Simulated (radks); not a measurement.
Task: All-electron atom: Ni VII in [Ar] 3d4. All-electron calculation, scalar-relativistic Kohn-Sham, PBE, spin-unpolarised, spherical densities, point nucleus. Program: a radial shooting solver on a logarithmic mesh with Libxc functionals. Some entries of the table are withheld. Estimate them.

orbital  occ.  eigenvalue (eV)  <1/r> (bohr^-1)
1s          2        -8333.147              (1)
2s          2        -1105.425            6.072
2p          6        -968.1145            5.957
3s          2              (2)            1.999
3p          6        -183.6184              (3)
3d          4        -118.1466              (4)

Result: 
(1) 1s <1/r> (bohr^-1): 28.09
(2) 3s eigenvalue (eV): -224.3852
(3) 3p <1/r> (bohr^-1): 1.879
(4) 3d <1/r> (bohr^-1): 1.646
